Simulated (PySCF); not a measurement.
C2H10Si3, SMILES C=C[SiH2][SiH2][SiH3].

Geometry: B3LYP-D3(BJ)/def2-SVP. Other conformers were not sampled.

Two levels are set side by side: PBE/def2-TZVP (PySCF) and CAM-B3LYP/def2-TZVP (PySCF). Same geometry, gas phase. Differences are taken from unrounded values.

| quantity | CAM-B3LYP |
|---|---|
| orbital gap (eV) | 9.13 |
| highest occupied level (eV) | -8.73 |
| lowest empty level (eV) | 0.40 |
| dipole moment (D) | 0.66 |
| mean polarisability (bohr³) | 111.5 |

Task: What does PBE give, and how far is it from CAM-B3LYP? (An estimate is asked for; the answer gives what the named calculation found.)

Result: 
```json
[
 {"quantity": "orbital gap (eV)", "PBE": "4.77", "PBE minus CAM-B3LYP": "-4.36"},
 {"quantity": "highest occupied level (eV)", "PBE": "-6.48", "PBE minus CAM-B3LYP": "2.25"},
 {"quantity": "lowest empty level (eV)", "PBE": "-1.70", "PBE minus CAM-B3LYP": "-2.10"},
 {"quantity": "dipole moment (D)", "PBE": "0.70", "PBE minus CAM-B3LYP": "0.03"},
 {"quantity": "mean polarisability (bohr³)", "PBE": "117.1", "PBE minus CAM-B3LYP": "5.6"}
]
```

Without exact exchange PBE keeps part of each electron's self-repulsion, which lifts occupied levels and narrows the gap. PBE's more diffuse valence density responds more strongly to a field. Differences between two approximate levels are no errors against the true value.

Rough cost on one machine, each run with all the roots and properties that it gave: CAM-B3LYP against PBE within a factor of 2.
